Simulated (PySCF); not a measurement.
Compound: C4H9BrSi.
Atom-mapped SMILES: `[Br:1][SiH:2]1[CH2:3][CH2:4][CH2:5][CH2:6]1` (hydrogens: H7 on Si2; H8, H9 on C3; H10, H11 on C4; H12, H13 on C5; H14, H15 on C6)

The closed-shell ground state was solved at several levels (PySCF, density fitting, gas phase). One conformer (not necessarily the lowest) at the PBE0-D3(BJ)/def2-SVP geometry, without solvent, vibrations or thermal averaging. Relativistic effects, spin–orbit coupling among them, are left out although an element past zinc is present.

```tsv
level	basis functions	HOMO (eV)	LUMO (eV)	gap (eV)	dipole (D)
PBE0/pcSseg-1	178	-7.85	0.32	8.17	2.24
PBE/pcSseg-1	178	-6.59	-0.57	6.02	2.13
```

Estimate the row for wB97X-D/def2-SVPD, a basis of 217 functions; the other rows only guide the guess.

HOMO -9.68 eV, LUMO 1.73 eV, gap 11.41 eV, dipole 2.36 D.

Over all these levels, which gives the widest orbital gap and which the narrowest?

wB97X-D/def2-SVPD (range-separated hybrid) has the widest, 11.41 eV, and PBE/pcSseg-1 (GGA) the narrowest, 6.02 eV. Functional and basis both differ between the two, so the spread mixes both effects.

How far do the dipole and the HOMO energy spread over the levels?

The dipole runs from 2.13 to 2.36 D (mean 2.24 D) and the HOMO from -9.68 to -6.59 eV.
